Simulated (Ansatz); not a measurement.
C2H7OSi, SMILES `C[Si](C)O` radical. Total charge 0; spin multiplicity 2.

Z-matrix (Å, degrees):
```
C
Si 1 1.878
H 1 1.092 2 111.8
H 1 1.096 2 110.1 3 120.4
H 1 1.093 2 110.4 3 -120.0
C 2 1.867 1 111.3 3 -178.7
O 2 1.661 1 110.9 3 -62.1
H 6 1.092 2 110.8 1 -59.6
H 6 1.095 2 109.9 1 60.3
H 6 1.091 2 111.0 1 179.9
H 7 0.958 2 117.0 1 58.7
```

Q: Give the diagnostics of a CCSD(T)/def2-TZVPP run (frozen core, the Gaussian-basis code of Ansatz). (Best estimate.)

A: Computed: T1 = 0.0124, largest single amplitude 0.021, largest double 0.012, (T) share of the correlation energy 3.6 %, 10 CCSD cycles. ⟨S²⟩ of the UHF reference is 0.753 against 0.75 for a pure state. T1 lies under the customary mark of 0.045 for open shells.
